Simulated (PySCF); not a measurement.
C$_{2}$H$_{4}$, charge -1, doublet (typed; the unrestricted solution is spin-contaminated), at a GFN2-xTB geometry (a state made from the parent by changing its charge; the spin is typed, not shown lowest), with bond 3-1 at 2.0 times its length.

Input for PySCF:
```python
from pyscf import gto, scf

mol = gto.Mole()
mol.atom = '''
    C    -0.688195   -0.076962    0.224503
    C     0.688195    0.076962   -0.224503
    H    -1.942285    1.723568   -0.049586
    H    -1.205612   -0.962416   -0.188647
    H     1.315240   -0.823303   -0.087459
    H     1.205612    0.962416    0.188647
'''
mol.basis = 'cc-pvtz'
mol.charge = -1
mol.spin = 1
mol.verbose = 4
mol.build()

mf = scf.UHF(mol)
mf = mf.density_fit(auxbasis='def2-universal-jkfit')
mf.kernel()
```

Q: What does this run give for the HOMO energy, nuclear repulsion energy, Mulliken (on the basis functions themselves) charges in atom order?

A: 
```json
{
  "HOMO energy": "-1.93 eV",
  "nuclear_repulsion_energy": "29.7184 Eh",
  "Mulliken (on the basis functions themselves) charges in atom order": "C1 -0.38, C2 -0.40, H3 -0.33, H4 0.04, H5 0.02, H6 0.04"
}
```

These values belong to the state on which the SCF converged, which isn't shown to be the lowest.
